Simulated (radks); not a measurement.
Polarisability of the selenium ion Se2+, [Ar] 3d10 4s2 4p2, at imaginary frequency. All-electron calculation, scalar-relativistic Kohn-Sham, PBE, spin-polarised, spherical densities, finite nucleus; open shells are filled with parallel spins first; Fermi nuclear charge, rms radius 4.14 fm. Program: a radial shooting solver on a logarithmic mesh with Libxc functionals. Response by self-consistent Sternheimer equations with the Hartree and adiabatic LDA kernel, the relativistic mass of each level held fixed and spin-orbit coupling left out.

| w (hartree) | alpha1(iw) (bohr^3) |
|---|---|
| 0.00266 | 9.178 |
| 0.0143 | 9.173 |
| 0.0360 | 9.148 |
| 0.0697 | 9.068 |
| 0.118 | 8.869 |
| 0.186 | 8.451 |
| 0.280 | 7.689 |
| 0.413 | 6.495 |
| 0.605 | 4.945 |
| 0.892 | 3.332 |
| 1.35 | 1.994 |
| 2.12 | 1.082 |
| 3.59 | 0.5363 |
| 6.94 | 0.2233 |
| 17.5 | 0.05623 |

Static values: alpha1 = 9.178 bohr^3 (1.360 angstrom^3; uncoupled 14.57). C6 = 42.97, triple-dipole C9 = 284.7 atomic units. One-pole (London) frequency 4 C6 / (3 alpha1^2) = 0.680 hartree, against 0.969 for minus the highest occupied eigenvalue.
